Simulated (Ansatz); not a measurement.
Consider the formal exchange of groups at a C–O bond: `N=COCF` + `[SiH2]1[SiH2][Se]1` → `FC[SiH]1[SiH2][Se]1` + `N=CO`.

Computed with Ansatz on PBE0-D4/def2-TZVP structures; ΔE is electronic, products minus reactants. CCSD(T)/CBS is the MP2 limit (def2-TZVPP, def2-QZVPP) plus CCSD(T) − MP2 in def2-TZVPP, frozen cores. This one scheme is used for every species. Functionals use def2-TZVPP. B3LYP here is the variant with VWN-RPA as its local correlation; programs differ in this. For Se outer-core shells are correlated without core-valence functions, which leaves a few kJ/mol of doubt a bond. Scalar relativity is left out up to krypton. Each species was taken in one conformer, which may not be the lowest.

```json
{"level": "B3LYP-D4", "ΔE (eV)": "-0.60"}
{"level": "B3LYP", "ΔE (eV)": "-0.57"}
{"level": "MP2/def2-QZVPP", "ΔE (eV)": "-0.63"}
{"level": "MP2/CBS(def2)", "ΔE (eV)": "-0.66"}
```

(1) What does CCSD(T)/CBS give? (Estimate.)

Largest T1 diagnostic among the species: 0.014.

Answers

(1) The calculation gave: -0.60 eV. The listed levels differ from it by 0.00, 0.03, -0.03, -0.06 eV.

In def2-TZVPP, CCSD(T) changes the Hartree–Fock value by −0.10 eV (the triples alone add −0.00 eV) and MP2 by −0.16 eV.
